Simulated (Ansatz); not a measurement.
Molecule: NbF$_{2}$, charge 0, multiplicity 4. The spin state was set by rule; other spins were not relaxed. 
Geometry from a B3LYP-D3(BJ)/def2-TZVP (Ansatz, a first-principles code) optimisation:
```
Nb
F 1 1.8860
F 1 1.8860 2 166.47
```
Charge 0, spin multiplicity 4.

Dipole moments at this geometry, in debye (magnitudes).

```
level               program  dipole (D)
------------------  -------  ----------
SVWN5/def2-TZVPD     Ansatz        0.39
PBE/def2-TZVPD       Ansatz        0.38
BLYP/def2-TZVPD      Ansatz        0.40
revPBE/def2-TZVPD    Ansatz        0.37
B97M-V/def2-TZVPD    Ansatz        0.45
B3LYP/def2-TZVPD     Ansatz        0.45
PBE0/def2-TZVPD      Ansatz        0.45
r2SCANh/def2-TZVPD   Ansatz        0.45
r2SCAN0/def2-TZVPD   Ansatz        0.49
LC-wPBE/def2-TZVPD   Ansatz        0.42
wB97M-V/def2-TZVPD   Ansatz        0.42
wB97X-V/def2-TZVPD   Ansatz        0.41
CCSD(T)/def2-SVPD    Ansatz        0.41
```
